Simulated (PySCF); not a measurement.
## UHF on Ga⁺ (gallium, charge +1)

Configuration: [Ar] 3d10 4s2, closed-shell 1S. All numbers are calculated (PySCF 2.14, no relativity, point nucleus, in def2-SVP (5s4p3d, 32 functions)).

| Quantity | Value |
| --- | --- |
| Total energy | -1922.770190 hartree |
| One-electron energy | -2675.1842 hartree |
| Hartree (Coulomb) energy | 825.7395 hartree |
| Exchange energy | -73.3256 hartree |
| Kinetic energy | 1922.72890 hartree |
| ⟨S²⟩ | 0.0000 |
| ⟨L²⟩ | 0.000 |
| Sum of ⟨r⟩ | 19.70 bohr |
| Sum of ⟨r²⟩ | 25.35 bohr² |
| Density at the nucleus (Gaussians lack the cusp) | 19200 bohr⁻³ |
| Langevin diamagnetic susceptibility | -20.1 ×10⁻⁶ cm³/mol |
| Time after the integrals | 0.13 s of wall time on 1 thread of Neoverse-N1 (shared host) |

```tsv
shell	electrons	mean orbital energy (eV)	rms radius, mean of both spins (bohr)
1s	2	-10315.6	0.0572
2s	2	-1318.6	0.240
2p	6	-1164.6	0.212
3s	2	-182.31	0.710
3p	6	-130.29	0.742
3d	10	-40.745	0.892
4s	2	-18.704	2.52
```
